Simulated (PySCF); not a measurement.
Compound: C4H3F2O2 (doublet state).
Numbering: `[O:1]=[C:2]1[CH:3][C@@H:4]([F:5])[O:6][C@@H:7]1[F:8]` (hydrogens: H9 on C3; H10 on C4; H11 on C7)

Computed, not measured: UKS B3LYP, pcH-1 on C F H O, non-relativistic, mean-field spin-orbit, GIAO in PySCF 2.14.0. Geometry: GFN2-xTB; no solvent, vibrations or thermal averaging. A GFN2-xTB geometry isn't a minimum of the functional, and hyperfine couplings can be far from their values at a DFT geometry. No stability test was run, so a lower SCF solution isn't excluded.

The isotropic 17O couplings are -21.1, -3.9 MHz. Assign them to O1; O6.

```
site  a_iso (MHz)  ρ(0) (bohr⁻³)         position  distance from C3 (Å)  spin population  largest |T| (MHz)
  O1        -21.1        +0.0348  2 bonds from C3                  2.39            +0.33              102.3
  O6         -3.9        +0.0064  2 bonds from C3                  2.32            +0.01                3.6
```

Match the computed a_iso(13C) values +70.1, -42.0, -16.3, -2.7 MHz with the sites C2; C3; C4; C7.

| site | a_iso (MHz) | ρ(0) (bohr⁻³) | position | distance from C3 (Å) | spin population | largest \|T\| (MHz) |
| --- | --- | --- | --- | --- | --- | --- |
| C2 | -42.0 | -0.0373 | 1 bond from C3 | 1.42 | -0.14 | 17.7 |
| C3 | +70.1 | +0.0624 | largest spin population | 0.00 | +0.82 | 128.8 |
| C4 | -16.3 | -0.0145 | 1 bond from C3 | 1.48 | -0.04 | 2.5 |
| C7 | -2.7 | -0.0024 | 2 bonds from C3 | 2.35 | 0.00 | 1.3 |

Match the computed a_iso(19F) values +107.1, -9.9 MHz with the sites F5; F8.

```
site  a_iso (MHz)  ρ(0) (bohr⁻³)         position  distance from C3 (Å)  bound to  spin population there  largest |T| (MHz)
  F5       +107.1        +0.0255  2 bonds from C3                  2.37        C4                  -0.04              104.8
  F8         -9.9        -0.0024  3 bonds from C3                  3.16        C7                   0.00               10.0
```

ρ(0) is the spin density at the nucleus and T the dipolar tensor. Largest spin populations (Mulliken): C3 (+0.82), O1 (+0.33) and C2 (-0.14). The angles at C3 add up to 359.1°, so it is planar; its axial dipolar tensor and the negative coupling of its proton fit spin in a p orbital normal to that plane.

The spin density at the nucleus, in bohr⁻³, is negative for C2 (-0.0373), C4 (-0.0145) and H9 (-0.0116), for instance. A restricted open-shell determinant has no negative spin density anywhere; here it arises because α and β orbitals differ (spin polarisation).

Time: 42 s of wall time (grids of density and orbitals included); peak memory 0.91 GiB. Hardware: one thread, Arm Neoverse V2 (aarch64), shared host with 96 logical CPUs at a one-minute load of 40.
